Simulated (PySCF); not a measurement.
2-bromoprop-1-ene (C₃H₅Br), SMILES C=C(C)Br.

Coordinates come from a TPSSh-D3(BJ)/def2-SVP optimisation.

These are PySCF 2.14.0 with TPSSh-D3(BJ)/def2-SVP values and carry that method's errors.

Frequencies are harmonic and unscaled.

| mode | ν (cm⁻¹) | IR (km/mol) | moving atoms (share of kinetic energy) |
|---|---|---|---|
| 1 | 204 | 0.4 | H 97 % |
| 2 | 298 | 1.0 | C 60 %, H 27 %, Br 14 % |
| 3 | 349 | 0.4 | C 53 %, H 29 %, Br 19 % |
| 4 | 426 | 8.4 | C 71 %, H 28 % |
| 5 | 547 | 24.5 | C 65 %, H 24 %, Br 11 % |
| 6 | 694 | 0.1 | H 98 % |
| 7 | 903 | 38.9 | H 73 %, C 27 % |
| 8 | 928 | 1.9 | H 50 %, C 50 % |
| 9 | 1002 | 0.6 | H 65 %, C 35 % |
| 10 | 1059 | 0.0 | H 68 %, C 32 % |
| 11 | 1173 | 72.5 | C 61 %, H 39 % |
| 12 | 1393 | 4.6 | H 84 %, C 16 % |
| 13 | 1421 | 0.1 | H 79 %, C 21 % |
| 14 | 1459 | 10.5 | H 96 % |
| 15 | 1475 | 8.1 | H 96 % |
| 16 | 1707 | 39.1 | C 90 %, H 10 % |
| 17 | 3033 | 13.6 | H 97 % |
| 18 | 3114 | 7.0 | H 91 %, C 9 % |
| 19 | 3134 | 10.8 | H 90 %, C 10 % |
| 20 | 3149 | 2.9 | H 94 % |
| 21 | 3258 | 1.4 | H 89 %, C 11 % |
